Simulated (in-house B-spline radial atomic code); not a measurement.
Mn II (Mn+): [Ar] 3d5 4s1

Method: Dirac-Kohn-Sham HSE06, spherical fractional occupations, Fermi nucleus of rms radius 3.7057 fm. Calculated with an all-electron radial atomic-structure program (B-spline basis).

Screening seen three ways: the hydrogenic charge with the same mean radius, Z_r = [3n² - l(l+1)]/(2<r>), the one with the same energy, Z_e = n√(-2ε), and Slater's rules. Values are occupation-weighted means over j.

```json
{"shell": "1s", "electrons": "2", "ε (eV)": "-6481.1", "<r> (bohr)": "0.06089", "Z_r": "24.64", "Z_e": "21.83", "Slater": "24.70"}
{"shell": "2s", "electrons": "2", "ε (eV)": "-768.31", "<r> (bohr)": "0.2787", "Z_r": "21.53", "Z_e": "15.03", "Slater": "20.85"}
{"shell": "2p", "electrons": "6", "ε (eV)": "-651.26", "<r> (bohr)": "0.2468", "Z_r": "20.26", "Z_e": "13.84", "Slater": "20.85"}
{"shell": "3s", "electrons": "2", "ε (eV)": "-99.981", "<r> (bohr)": "0.8502", "Z_r": "15.88", "Z_e": "8.13", "Slater": "13.75"}
{"shell": "3p", "electrons": "6", "ε (eV)": "-66.976", "<r> (bohr)": "0.9032", "Z_r": "13.84", "Z_e": "6.66", "Slater": "13.75"}
{"shell": "3d", "electrons": "5", "ε (eV)": "-15.195", "<r> (bohr)": "1.198", "Z_r": "8.76", "Z_e": "3.17", "Slater": "5.60"}
{"shell": "4s", "electrons": "1", "ε (eV)": "-11.862", "<r> (bohr)": "2.835", "Z_r": "8.47", "Z_e": "3.73", "Slater": "3.95"}
```

The least bound orbital is 4s1/2 at -11.86 eV, and it is also the most diffuse (<r> = 2.835 bohr).

Spin-orbit splittings of the orbital energies (j = l + 1/2 above j = l - 1/2 when positive): 2p 10.48 eV, 3p 1.297 eV, 3d 0.1181 eV.

For the 1s electron the small component carries 0.807 % of the norm, the zero-frequency Breit interaction raises the level by 7.378 eV, self-energy by 3.608 eV, and vacuum polarisation lowers it by 0.3007 eV.

Caution: exact exchange at fractional occupations of open shells leaves self-interaction of up to several eV.
